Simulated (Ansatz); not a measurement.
The cluster Sn₃S₂, relaxed as a singlet with RKS r2SCAN-D4/def2-SVP in Ansatz, starting from the GFN2-xTB geometry. Force threshold 0.02 eV/Å.

In the def2 sets Sn takes a core potential; there is no spin–orbit coupling. The structure comes from a short search, and lower isomers may exist.

Start:

```xyz
5

Sn   -0.800   -1.253   -1.470
Sn    1.810    0.118    1.397
Sn   -0.460    1.574    0.516
S     1.276    0.167   -1.018
S    -1.825   -0.606    0.576
```

Task: Estimate the energy that the relaxation releases and the steps that it takes.

Result: 121.2 kJ/mol, in 12 steps; 32 s on 4 threads of Arm Neoverse V1 on a shared host. No frequencies were taken in this run, so the end may be a saddle point.

Task: Does the start keep its bonding?

Result: Bonds formed: Sn2–S5 (atoms count from 1). Metal–metal contacts that move far: Sn1–Sn2 4.11 to 2.97 Å. The end is the same structure that another start reached, the lowest one found.

Task: Predict the relaxed structure.

Result: 
```xyz
5

Sn   -0.2957   -1.5964   -1.1486
Sn    1.1730   -0.5346    1.2089
Sn   -0.3667    1.8983    0.4657
S     1.0152    0.6108   -1.2774
S    -1.5257   -0.3781    0.7514
```
Bond lengths (bridged metal pairs left out): 6 × S–Sn 2.57 to 2.74 Å.
